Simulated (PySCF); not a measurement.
Structure from 2D NMR

Compound of formula C6H5F3O. Correlations simulated from computed shifts and the bond graph:

HSQC (one-bond C–H):
```tsv
δH	δC
6.80	143.4
6.70	135.6
6.06	117.5
3.26	42.8
```

COSY cross peaks (H two or three bonds apart, from the bond graph; peaks can be absent where the dihedral angle is near 90°):
```tsv
δH	δH
6.80	6.70
6.80	3.26
6.06	3.26
```

HMBC (two and three bonds, from the bond graph):
```tsv
δH	δC
6.80	159.7, 135.6, 117.5, 42.8
6.70	159.7, 143.4, 117.5, 42.8
6.06	159.7, 143.4, 135.6, 42.8
3.26	159.7, 143.4, 135.6, 117.5
```

Carbons without hydrogens: δ 159.7, 130.5.

[PySCF 2.14: structure optimised with GFN2-xTB; shielding tensors at PBE0/pcSseg-1 (GIAO); one conformer; in vacuum; no relativistic terms; averaged over atoms made equivalent by symmetry, fast rotation or ring inversion]

Shifts are taken against calculated references (same method and geometry level): 1H (31.72 ppm), 13C (186.93 ppm) vs TMS.

Exchangeable hydrogens are left out of these lists.

Q: Work out the connectivity.

A: `C1=CCC=C1OC(F)(F)F`.

Numbering as in the mapped SMILES `[F:1][C:2]([F:3])([F:4])[O:5][C:6]1=[CH:7][CH2:8][CH:9]=[CH:10]1`. Each H is labelled by its parent atom.

1. δC 159.7 is C6, an alkene carbon bearing oxygen.
2. δC 143.4 is C9, an alkene CH (δH 6.80).
3. δC 135.6 is C10, an alkene CH (δH 6.70).
4. δC 130.5 is C2, a CF3 carbon.
5. δC 117.5 is C7, a β carbon of an enol-ether or enamine type C=C (δH 6.06).
6. δC 42.8 is C8, an allylic sp3 CH2 (δH 3.26).
7. HMBC from δH 6.80 reaches the proton-free carbon C6.
8. HMBC from δH 6.70 reaches the proton-free carbon C6.
9. HMBC from δH 6.06 reaches the proton-free carbon C6.
10. HMBC from δH 3.26 reaches the proton-free carbon C6.
11. COSY links 6.80–6.70, 6.80–3.26, 6.06–3.26.

The data come from this structure; uniqueness wasn't tested.

Shifts are as computed. Against solution values, carbons near 30 ppm lie about +3 ppm off and those near 130 ppm about +5 ppm. Of 1211 compounds with measured shifts, 218 miss one by over three times the rms of a fit or turn the order of signals round; such compounds aren't used in these exercises.
